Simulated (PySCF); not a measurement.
C2H4N2Si.
InChI=1S/C2H4N2Si/c3-1-2-4-5/h2H,5H3/b4-2+

Theory: PySCF, TDDFT PBE0/def2-SVPD, vertical, gas phase, core orbitals frozen in the response. Geometry: GFN2-xTB; no solvent, vibrations or thermal averaging.

Computed states:

```
state  E (eV)       f
   S1    3.56  0.0001
   S2    5.89  0.0000
   S3    6.20   0.274
   S4    6.42   0.213
   S5    6.62  0.0096
   S6    7.03  0.0032
```

Each state is given a Gaussian of 0.25 eV full width at half maximum, with ε(max) = 2.175×10⁸ f / Δν̃ (Δν̃ the width in cm⁻¹). The width is an assumption, not a result. The curve ends short of the highest state used, and states not computed would add to its high-energy end.

(1) Give the broadened spectrum and its maxima.

(2) Coming from long wavelengths, where does ε first pass 100 L mol⁻¹ cm⁻¹?

(3) Does any computed singlet lie in the visible range?

(4) On this curve, what absorbance would a 10⁻³ mol/L sample give at 193 nm over a 1 cm path?

Results:

(1) 
(E (eV), ε (L mol⁻¹ cm⁻¹)): (3.19, 0), (3.30, 0), (3.41, 2), (3.53, 5), (3.64, 4), (3.75, 1), (3.86, 0), (3.97, 0), (4.08, 0), (4.20, 0), (4.31, 0), (4.42, 0), (4.53, 0), (4.64, 0), (4.76, 0), (4.87, 0), (4.98, 0), (5.09, 0), (5.20, 0), (5.31, 0), (5.43, 0), (5.54, 0), (5.65, 0), (5.76, 8), (5.87, 243), (5.99, 4223), (6.10, 19250), (6.21, 32347), (6.32, 29609), (6.43, 25937)

Maxima: 348 nm (3.56 eV), ε about 5.4, made up of S1 (100%); 199 nm (6.23 eV), ε about 33000, made up of S3 (88%) and S4 (12%) (ε in L mol⁻¹ cm⁻¹; maxima over ε = 5, shares over 10%).

(2) At about 212 nm (5.84 eV), 2.28 eV above S1.

(3) No computed singlet lies in the visible range (380 to 750 nm); the lowest, at 348 nm, stands 0.30 eV above its violet end (3.26 eV); a Tamm–Dancoff triplet lies at 423 nm, without intensity as long as spin–orbit coupling is left out.

(4) 193 nm is 6.424 eV, where ε is about 26000 L mol⁻¹ cm⁻¹, so A = ε c l ≈ 26 (Beer–Lambert, with the gas-phase spectrum and the assumed width).

Hardware: one thread, Intel Xeon at 2.50 GHz (x86_64), shared host. Cost: 24 s, 0.57 GiB resident at most.
